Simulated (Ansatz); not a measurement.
`[CH3][GeH2][F]` → `[CH3][Ge][F]` + H₂ at 700 K and 1 bar (germylene formation by 1,1-elimination).

Calculated with Ansatz (gas phase, PBE0-D4/def2-TZVP geometries, no zero-point term in ΔE). CBS: MP2 limit from def2 TZ/QZ plus the TZ coupled-cluster correction, frozen cores. This one scheme is used for every species. For Ge outer-core shells are correlated without core-valence functions, which leaves a few kJ/mol of doubt a bond. Scalar relativity is left out up to krypton.

| species | CCSD(T)/CBS energy (Eh) | H − E (kJ/mol) | S (J/(mol·K)) |
| --- | --- | --- | --- |
| `[CH3][GeH2][F]` | -2217.00316 | 200.8 | 388.3 |
| `[CH3][Ge][F]` | -2215.78112 | 144.8 | 369.0 |
| H₂ | -1.17544 | 46.8 | 155.3 |

H − E and S are ideal-gas, rigid-rotor, harmonic terms from PBE0-D4/def2-TZVP. The MP2-based limit puts H₂ 0.8 mEh under its directly extrapolated value; such offsets cancel only in part. 1 Eh = 2625.50 kJ/mol, R = 8.31446 J/(mol·K).

Problem. By hand: ΔE, ΔH, ΔS and ΔG.

Solution. ΔE = (-2215.78112) + (-1.17544) − (-2217.00316) = 0.04660 Eh = 122.3 kJ/mol. Δ(H − E) = 144.8 + 46.8 − 200.8 = -9.2, so ΔH = 113.1 kJ/mol. ΔS = 369.0 + 155.3 − 388.3 = 136.0 J/(mol·K). ΔG = 113.1 − 700 × (136.0)/1000 = 17.9 kJ/mol.

Problem. By hand: the equilibrium constant, and the temperature at which ΔG would vanish if ΔH and ΔS stayed fixed.

Solution. log₁₀ K = −ΔG/(RT ln 10) = -1.3. ΔG = 0 at ΔH/ΔS = 832 K.

The number of gas molecules changes by +1, which sets the sign of ΔS. A doubt of 5 kJ/mol in ΔE shifts log₁₀ K by 0.4 here. These are equilibria of isolated gas molecules and say nothing of rates. Largest T1 diagnostic: 0.013 (customary marks: 0.02 for closed shells, 0.045 for open ones).
